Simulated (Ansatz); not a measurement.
Ansatz results at the PBE0-D4/def2-TZVP geometry: size of the dipole moment (PBE/def2-TZVPP) 1.64 D; LUMO energy (PBE/def2-TZVPP) 0.08 eV; LUMO energy (B3LYP/def2-TZVPP) 0.58 eV.

Each molecule was computed in one conformer, which needn't be the lowest.

(1) Which molecule gave them?
A. `COB(O)C(C)C`
B. `COBF`
C. `CBN([SiH3])[SiH3]`
D. `CCB(O)Br`

Results:

(1) A. The others give `CBN([SiH3])[SiH3]`: 0.40, -1.16, -0.39; `COBF`: 2.42, -0.61, 0.10; `CCB(O)Br`: 2.90, -1.08, -0.33.

B3LYP here is the variant with VWN-RPA as its local correlation; programs differ in this.
